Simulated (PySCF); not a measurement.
**Spinor energies of Sm⁴²⁺ (samarium, charge +42)**

Start: [Ar] 3d2; 3d3/2 filled at m_j = +1/2, +3/2. Calculated with PySCF 2.14 in an uncontracted even-tempered set (16 s from 9.4 bohr⁻², ratio 2.8; 12 p from 12 bohr⁻², ratio 2.8; 8 d from 12 bohr⁻², ratio 2.8; 3 f from 38 bohr⁻², ratio 3): generalised Hartree-Fock with the X2C-1e Hamiltonian and a Gaussian nucleus; one run each with spin-orbit coupling (SO) switched off, then screened by Boettger's factors.

```json
{"spinor shell": "1s1/2", "electrons": "2", "ε, spin-free (eV)": "-49498.2", "ε, screened SO (eV)": "-49488.6", "weight of nominal j (screened SO)": "1.000", "rms radius, screened SO (bohr)": "0.0259"}
{"spinor shell": "2s1/2", "electrons": "2", "ε, spin-free (eV)": "-10166.1", "ε, screened SO (eV)": "-10162.3", "weight of nominal j (screened SO)": "1.000", "rms radius, screened SO (bohr)": "0.104"}
{"spinor shell": "2p1/2", "electrons": "2", "ε, spin-free (eV)": "-9329.9", "ε, screened SO (eV)": "-9764.2", "weight of nominal j (screened SO)": "1.000", "rms radius, screened SO (bohr)": "0.0890"}
{"spinor shell": "2p3/2", "electrons": "4", "ε, spin-free (eV)": "-9329.9", "ε, screened SO (eV)": "-9139.1", "weight of nominal j (screened SO)": "1.000", "rms radius, screened SO (bohr)": "0.0949"}
{"spinor shell": "3s1/2", "electrons": "2", "ε, spin-free (eV)": "-3780.0", "ε, screened SO (eV)": "-3778.8", "weight of nominal j (screened SO)": "1.000", "rms radius, screened SO (bohr)": "0.257"}
{"spinor shell": "3p1/2", "electrons": "2", "ε, spin-free (eV)": "-3510.2", "ε, screened SO (eV)": "-3621.7", "weight of nominal j (screened SO)": "0.999", "rms radius, screened SO (bohr)": "0.246"}
{"spinor shell": "3p3/2", "electrons": "4", "ε, spin-free (eV)": "-3510.2", "ε, screened SO (eV)": "-3460.4", "weight of nominal j (screened SO)": "1.000", "rms radius, screened SO (bohr)": "0.257"}
{"spinor shell": "3d3/2", "electrons": "2", "ε, spin-free (eV)": "-3240.9", "ε, screened SO (eV)": "-3257.0", "weight of nominal j (screened SO)": "0.995", "rms radius, screened SO (bohr)": "0.222"}
```

| quantity | spin-free | screened SO |
| --- | --- | --- |
| E (hartree) | -8955.08073 | -8962.23825 |
| M_J | 2 | 2 |
| ⟨J²⟩ | 8.000 | 6.031 |
| ⟨L²⟩ | 12.000 | 10.294 |
| ⟨S²⟩ | 2.000 | 1.545 |

Each row is a mean over spinors that exchange with the open shell spreads, by up to 26.527 eV (3p1/2).

Breit and QED terms are absent; they matter most for the inner s and p1/2 levels.

Densities and radii are taken from the X2C orbitals without a picture-change correction, which distorts them close to the nucleus.

Without spin-orbit coupling the j labels of p, d and f shells carry no meaning; the spin-free column gives the mean over the occupied spinors of each nl shell, and its ⟨J²⟩ belongs to a mixture of degenerate components.
